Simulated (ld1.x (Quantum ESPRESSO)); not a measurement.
# Varying the TM potential for samarium

Base potential:

* Element: Sm (Z = 62)
* Generator: ld1.x (Quantum ESPRESSO) 7.5
* Type: norm-conserving Troullier–Martins (Kleinman–Bylander form)
* Functional: PBEsol
* Relativity: scalar-relativistic
* Frozen core: [Kr] 4d10 5s2
* Valence charge: 14
* Reference configuration: 4f6 5p6 5d1 6s1 6p0
* Partial waves: 6s (bound): rc 3.85 bohr; 5p (bound): rc 1.65 bohr; 5d (bound): rc 3.95 bohr; 4f (bound): rc 1.05 bohr
* Local potential: all-electron potential smoothed inside 2.05 bohr (lloc = -1)
* Core correction: Bessel-smoothed model core inside 0.95 bohr

Cutoffs, loose and tight: the cutoffs (Ry, on a coarse ladder) from which the occupation-weighted sum of valence levels, in a spherical-Bessel basis at the reference potential, stays within 10 and 1 mRy of its value at 400 Ry. They do not see the model core or the augmentation charge, which bear on the density cutoff. Test errors are all-electron minus pseudo excitation energies from the reference, over the configurations 4f6 5p6 5d0 6s2 6p0; 4f6 5p6 5d0 6s1 6p0; 4f6 5p6 5d0 6s0 6p0; 4f6 5p6 5d0 6s0 6p2; 4f6 5p5 5d0 6s2 6p0; 4f5 5p6 5d0 6s0 6p0; 4f5 5p6 5d0 6s2 6p0. A dash means not determined; rows that change the core or the reference have their own tests. The largest error is taken over the tests solved by every variant that gives reliable tests at all: 4f5 5p6 5d0 6s0 6p0; 4f6 5p6 5d0 6s0 6p0; 4f6 5p6 5d0 6s2 6p0.

A true bound ghost makes a file unfit for plane-wave use even where its test errors are small: the radial tests pick states by their node count and pass the ghost by. Where a test does run into it, the solver fails or the error is huge.

```tsv
change	outcome	cutoff, loose	cutoff, tight	bound ghosts	largest test error (meV)
base	generated	300 Ry	over 300 Ry	s	-139
local potential all-electron potential smoothed inside 1.64 bohr (lloc = -1)	generated	300 Ry	over 300 Ry	s	-37
local potential all-electron potential smoothed inside 2.14 bohr (lloc = -1)	generated	300 Ry	over 300 Ry	s	-182
local potential all-electron potential smoothed inside 2.86 bohr (lloc = -1)	generated	300 Ry	over 300 Ry	s	-242
local potential all-electron potential smoothed inside 3.96 bohr (lloc = -1)	generated	300 Ry	over 300 Ry	none	-1322
local potential all-electron potential smoothed inside 4.60 bohr (lloc = -1)	generated	300 Ry	over 300 Ry	none	-1570
```

**Question.** What comes out with this change to the base: local potential all-electron potential smoothed inside 3.24 bohr (lloc = -1)?

**Answer.** outcome: generated; cutoff, loose: 300 Ry; cutoff, tight: over 300 Ry; bound ghosts: none; largest test error (meV): -372.

Reading the sweep of the rcloc (base included, trends over the rows without a ghost): Bound ghosts are found at 1.64, 2.05, 2.14, 2.86 bohr.
